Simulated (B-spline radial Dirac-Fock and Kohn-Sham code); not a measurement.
**Internal conversion coefficients of Ag at 517 keV**

Z = 47 (silver), transition energy 517 keV. Calculated with a radial atomic solver, using a Dirac-Hartree-Slater potential of the neutral atom with a Latter tail (no hole, which puts coefficients of high multipoles low close above an edge), finite nucleus with surface currents. Subshells that would emit electrons below 1 keV are left out.

| subshell | electron energy (keV) | E2 | E4 | E5 | M2 | M3 |
| --- | --- | --- | --- | --- | --- | --- |
| K | 491.49 | 0.00497 | 0.0354 | 0.0917 | 0.0157 | 0.0442 |
| L1 | 513.19 | 0.000541 | 0.00393 | 0.0104 | 0.00187 | 0.00553 |
| L2 | 513.48 | 5.67e-05 | 0.00224 | 0.0103 | 0.000112 | 0.000507 |
| L3 | 513.65 | 4.51e-05 | 0.00104 | 0.00432 | 3.82e-05 | 0.000320 |
| M1 | 516.28 | 0.000102 | 0.000748 | 0.00200 | 0.000358 | 0.00107 |
| M2 | 516.40 | 1.16e-05 | 0.000462 | 0.00213 | 2.29e-05 | 0.000104 |
| M3 | 516.43 | 9.26e-06 | 0.000214 | 0.000896 | 7.89e-06 | 6.67e-05 |
| M4 | 516.63 | 2.29e-08 | 1.51e-06 | 1.44e-05 | 3.36e-08 | 3.68e-07 |
| M5 | 516.63 | 2.43e-08 | 9.06e-07 | 6.65e-06 | 1.45e-08 | 7.62e-08 |
| total |  | 0.00576 | 0.0443 | 0.123 | 0.0182 | 0.0520 |

Question: For a pure E2 transition, what fraction of decays emits a photon?

Answer: 1/(1 + α) = 0.994 with the total α = 0.00576; the total includes the outer subshells that are not listed.
